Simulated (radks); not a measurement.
The numbers below are computed, except where a source is named.
Question: Coulomb parameter of the 4f shell of the erbium ion Er3+ in the model configuration [Xe] 4f10 6p1, as a second difference U = [E(n + 1) + E(n - 1) - 2 E(n)] / (1)^2 with all orbitals relaxed. "Bare": the charge of the atom changes with n. "Screened": the 6p shell takes up the change at fixed total charge, which measures U(4f,4f) + U(6p,6p) - 2 U(4f,6p). Code: a radial shooting solver on a logarithmic mesh with Libxc functionals. Model: Dirac Kohn-Sham, PBEsol, spin-unpolarised, spherical densities, finite nucleus; open shells are shared between the two j in proportion to 2j + 1; Fermi nuclear charge, rms radius 5.2516 fm. Estimate both.

Answer: U(bare) = 20.869 eV, U(screened by 6p) = 9.956 eV.
